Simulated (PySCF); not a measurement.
Species: C₄H₁₂AlN.
Geometry (PBE0-D3(BJ)/def2-SVP, Å), atoms numbered from 1 in this order:
```xyz
18
C4H12AlN angstrom
C      2.8901    0.1129    0.2968
C      1.7414   -0.5371    0.4881
C      0.4661    0.1382    0.8874
N     -0.5784    0.1272   -0.1613
C     -1.1043   -1.2073   -0.4683
Al    -2.0948    1.4370    0.3354
H      2.9596    1.1972    0.4353
H      3.8044   -0.4113    0.0069
H      1.7153   -1.6251    0.3533
H      0.0228   -0.3361    1.7782
H      0.6575    1.1910    1.1454
H     -0.1654    0.5185   -1.0118
H     -0.3211   -1.8974   -0.8180
H     -1.8796   -1.1182   -1.2408
H     -1.5710   -1.6196    0.4377
H     -1.2400    2.7981    0.4351
H     -3.0517    1.2564   -0.9465
H     -2.5752    0.7687    1.7189
```

Computed with PySCF at PBE0/pcSseg-1 and wB97X-D/def2-SVPD, non-relativistic, on one gas-phase PBE0-D3(BJ)/def2-SVP geometry that isn't relaxed in the solvent. The solvent is an IEF-PCM continuum (cavity from Bondi-type radii × 1.2). Only the electrostatic response of the medium enters.

Gas phase at PBE0/pcSseg-1: HOMO -7.36 eV, LUMO -0.69 eV, dipole 5.64 D.

**Question.** What does the continuum do to the energy, the frontier levels and the dipole at PBE0/pcSseg-1 in chloroform and acetonitrile?

**Answer.** 
```
     solvent      ε  E(solvent) − E(gas) (kcal/mol)  polarisation term (kcal/mol)  distortion of the solute (kcal/mol)  HOMO (eV)  LUMO (eV)  dipole (D)
  chloroform  4.711                           -7.54                         -8.31                                 0.77      -7.76      -0.29        6.42
acetonitrile  35.69                          -10.17                        -11.60                                 1.43      -7.84      -0.19        6.70
```

The polarisation term is half the interaction of the solute with the surface charges that it induces; the rest is the cost of distorting the solute's density. The sum is the electrostatic part of solvation alone. From chloroform to acetonitrile the lowering changes by a factor 1.35, Onsager's factor (ε − 1)/(2ε + 1) by 1.35 and ε itself by 7.6.

**Question.** Which radius a makes the point-dipole formula ΔE = −[(ε − 1)/(2ε + 1)]·μ²/a³ give the value in acetonitrile, with the gas-phase dipole?

**Answer.** μ = 2.219 au and |ΔE| = 0.01621 Eh give a = 2.78 Å; the farthest nucleus lies 3.85 Å from the centroid of the nuclei, so such a sphere wouldn't even hold the nuclei. The formula assumes a rigid point dipole at the centre of a sphere.

**Question.** Give the dipole vector in the frame of the coordinates (D, pointing from negative to positive charge), gas and acetonitrile.

**Answer.** Gas (4.23, -3.54, -1.17), solvent (4.94, -4.25, -1.53). Its length changes by +19 % and its direction by 1°.

**Question.** Which Hirshfeld charges (PBE0/pcSseg-1) respond most in acetonitrile (means over atoms taken as equivalent)?

**Answer.** 
| atoms | environment | gas (e) | solvent (e) | change |
| --- | --- | --- | --- | --- |
| H16/H17/H18 | Al–H hydrogen | -0.202 | -0.218 | -0.016 |
| H12 | N–H hydrogen | +0.137 | +0.151 | +0.014 |
| H9 | vinylic hydrogen | +0.046 | +0.054 | +0.008 |
| Al6 | aluminium bonded to N and 3 H | +0.282 | +0.289 | +0.007 |
| C1 | terminal =CH2 carbon | -0.083 | -0.089 | -0.006 |
| H13/H14/H15 | methyl hydrogen | +0.055 | +0.059 | +0.004 |
| C5 | N-methyl carbon | -0.048 | -0.044 | +0.004 |
| C2 | alkene CH carbon | -0.043 | -0.040 | +0.003 |
| N4 | nitrogen bonded to Al, 2 C and H | -0.066 | -0.063 | +0.003 |
| C3 | sp3 carbon bound to nitrogen | -0.006 | -0.004 | +0.002 |
| H10 | methylene hydrogen | +0.057 | +0.059 | +0.002 |
| H8 | vinylic hydrogen | +0.055 | +0.057 | +0.002 |

**Question.** Which Mayer bond orders change most in acetonitrile?

**Answer.** 
```json
{"bond": "N4–Al6", "length (Å)": "2.064", "gas": "0.368", "solvent": "0.421", "change": "+0.053"}
{"bond": "Al6–H17", "length (Å)": "1.610", "gas": "0.872", "solvent": "0.844", "change": "-0.028"}
{"bond": "Al6–H18", "length (Å)": "1.610", "gas": "0.875", "solvent": "0.851", "change": "-0.024"}
{"bond": "Al6–H16", "length (Å)": "1.610", "gas": "0.865", "solvent": "0.842", "change": "-0.023"}
{"bond": "N4–H12", "length (Å)": "1.023", "gas": "0.905", "solvent": "0.892", "change": "-0.013"}
{"bond": "C2–C3", "length (Å)": "1.497", "gas": "1.033", "solvent": "1.039", "change": "+0.006"}
{"bond": "N4–C5", "length (Å)": "1.467", "gas": "0.915", "solvent": "0.910", "change": "-0.005"}
{"bond": "C1–H7", "length (Å)": "1.095", "gas": "0.951", "solvent": "0.948", "change": "-0.003"}
```

**Question.** How do the nuclear quadrupole coupling constants eQVzz/h respond in acetonitrile?

**Answer.** 
```tsv
nucleus	Q (barn)	gas (MHz)	solvent (MHz)	η gas	η solvent
14N at N4	0.02044	-3.87	-3.53	0.15	0.22
27Al at Al6	0.1466	28.03	24.26	0.01	0.01
```

Gas phase at wB97X-D/def2-SVPD: HOMO -9.26 eV, LUMO 1.09 eV, dipole 5.51 D.

**Question.** What does the continuum do to the energy, the frontier levels and the dipole at wB97X-D/def2-SVPD in chloroform and acetonitrile?

**Answer.** 
```csv
solvent,ε,E(solvent) − E(gas) (kcal/mol),polarisation term (kcal/mol),distortion of the solute (kcal/mol),HOMO (eV),LUMO (eV),dipole (D)
chloroform,4.711,-7.60,-8.51,0.91,-9.66,1.48,6.42
acetonitrile,35.69,-10.33,-12.07,1.74,-9.71,1.57,6.76
```

The atom shares or the degeneracy of the HOMO differ from the gas phase in acetonitrile, so that column needn't follow one orbital.

**Question.** How does the static polarisability (wB97X-D/def2-SVPD, frozen core, with the continuum's full static response) change?

**Answer.** 
```tsv
medium	isotropic (au)	principal values (au)	⟨r²⟩ of the electrons (bohr²)
gas	92.4	78.9, 88.8, 109.4	1054.4
chloroform	114.8	101.3, 110.4, 132.8	1056.2
acetonitrile	126.4	114.6, 120.5, 144.1	1057.0
```

The isotropic value in acetonitrile is 1.37 times the gas-phase one; no cavity-field correction is applied. ⟨r²⟩ is taken about the centre of nuclear charge.

The run took 25 s on one thread of an Arm Neoverse V1, no GPU (shared host). This is the whole shielding run at PBE0/pcSseg-1 in acetonitrile, SCF included.

The pairwise dispersion term of wB97X-D wasn't added to the energies; at a given geometry it leaves orbitals and properties as they are.
